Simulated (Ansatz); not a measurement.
Two isomers of C2H9InOSi: A = `[CH3][In]([CH3])[O][SiH3]`, B = `C[CH2][InH][O][SiH3]`.

Isolated molecules relaxed with PBE0-D4/def2-TZVP in Ansatz; ΔE leaves out vibrations. CBS: MP2 limit from def2 TZ/QZ plus the TZ coupled-cluster correction, frozen cores. DFT in def2-TZVPP. B3LYP here is the variant with VWN-RPA as its local correlation; programs differ in this. def2 core potentials past Kr. For In outer-core shells are correlated without core-valence functions, which leaves a few kJ/mol of doubt a bond. Each species was taken in one conformer, which may not be the lowest.

(1) Which is lower in electronic energy at CCSD(T)/CBS, and by how much? (An estimate is asked.)

(2) Give E(B) − E(A) in kJ/mol with ωB97M-V, CCSD(T)/def2-SVP, MP2/def2-TZVPP, CCSD/def2-TZVPP, CCSD(T)/def2-TZVPP, r2SCAN-D4, B3LYP. (Estimate.)

Largest T1 diagnostic: 0.014.

Answers

(1) Ansatz gave: A, by 44.8 kJ/mol.

(2) The calculation gave: ωB97M-V 41.1, CCSD(T)/def2-SVP 28.5, MP2/def2-TZVPP 50.0, CCSD/def2-TZVPP 43.3, CCSD(T)/def2-TZVPP 44.4, r2SCAN-D4 42.7, B3LYP 45.0. None reverses the order clearly.

The D4 term adds −5.2 kJ/mol with B3LYP and −2.8 kJ/mol with PBE0; it sums over pairs of atoms, weighted by their polarisabilities, and B3LYP, whose exchange is more repulsive, gets the larger term. Leaving LDA and LC-ωPBE aside and taking each functional with its dispersion term where it has one, the values, not all of them listed here, spread over 13.0 kJ/mol, from B97M-V to B2PLYP. LDA lies −9.7 kJ/mol from PBE without D4.
